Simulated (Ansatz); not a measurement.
Program: Ansatz. Geometries: PBE0-D4/def2-TZVP. ΔE: electronic, gas phase. CCSD(T)/CBS is the MP2 limit (def2-TZVPP, def2-QZVPP) plus CCSD(T) − MP2 in def2-TZVPP, frozen cores. DFT in def2-TZVPP. B3LYP here is the variant with VWN-RPA as its local correlation; programs differ in this. Each species was taken in one conformer, which may not be the lowest.

Reaction (cleavage of the Si–B bond): `[SiH3][BH][AlH][SiH3]` + `OC(F)[SiH3]` → `FC([SiH3])O[SiH3]` + `[BH2][AlH][SiH3]`

`[SiH3][BH][AlH][SiH3]`:

Cartesian coordinates in Å:
```
Si 1.820 1.324 -1.141
B 0.606 1.290 0.458
Al -1.288 0.391 0.449
Si -1.491 -2.045 0.764
H 1.133 1.121 -2.447
H 2.651 2.556 -1.243
H 2.738 0.160 -0.938
H 1.095 1.729 1.464
H -2.612 1.233 0.164
H -0.199 -2.697 1.118
H -1.984 -2.689 -0.489
H -2.469 -2.373 1.842
```

`OC(F)[SiH3]`:

Z-matrix (Å, degrees):
```
C
F 1 1.398
Si 1 1.913 2 108.7
O 1 1.377 2 110.0 3 -119.2
H 1 1.099 2 104.9 3 120.5
H 3 1.484 1 108.2 2 56.3
H 3 1.485 1 108.8 2 175.4
H 3 1.482 1 108.9 2 -64.0
H 4 0.963 1 109.6 2 -70.3
```

`FC([SiH3])O[SiH3]`:

```xyz
12

F    -1.688    0.371    0.035
C    -0.493   -0.273   -0.284
Si   -0.535   -2.050    0.424
O     0.565    0.416    0.273
Si    0.955    1.983   -0.124
H    -0.437   -0.248   -1.383
H     0.719   -2.739    0.029
H    -1.704   -2.766   -0.146
H    -0.642   -1.965    1.900
H     0.105    2.957    0.601
H     2.372    2.152    0.267
H     0.781    2.162   -1.591
```

`[BH2][AlH][SiH3]`:

Cartesian coordinates in Å:
```
B -2.077 0.800 -0.019
Al -0.480 -0.338 0.755
Si 1.700 -0.395 -0.397
H -2.237 1.958 0.252
H -2.876 0.355 -0.796
H -0.620 -1.170 2.109
H 2.706 0.386 0.383
H 1.659 0.190 -1.767
H 2.226 -1.786 -0.521
```

Task: Is it downhill or uphill in electronic energy at CCSD(T)/CBS, and by how much? (Best estimate.)

Result: The calculation gave: Downhill: ΔE = -0.89 eV.

Task: What do these levels give: PBE-D4, r2SCAN-D4, PBE0-D4, B3LYP-D4, ωB97M-V, B2PLYP, PBE0, B3LYP, HF/def2-QZVPP, MP2/def2-QZVPP, SCS-MP2/def2-QZVPP, CCSD/CBS(def2)? (An estimate is asked.)

Result: Computed: PBE-D4 -0.64, r2SCAN-D4 -0.80, PBE0-D4 -0.72, B3LYP-D4 -0.90, ωB97M-V -0.91, B2PLYP -0.94, PBE0 -0.71, B3LYP -0.89, HF/def2-QZVPP -1.15, MP2/def2-QZVPP -0.98, SCS-MP2/def2-QZVPP -1.02, CCSD/CBS(def2) -0.92 eV.

Largest T1 diagnostic among the species: 0.014.

From PBE to PBE0 (25 % exact exchange), in def2-TZVPP and without D4, ΔE moves by −0.08 eV. In def2-TZVPP, CCSD(T) changes the Hartree–Fock value by +0.24 eV (the triples alone add +0.03 eV) and MP2 by +0.15 eV.
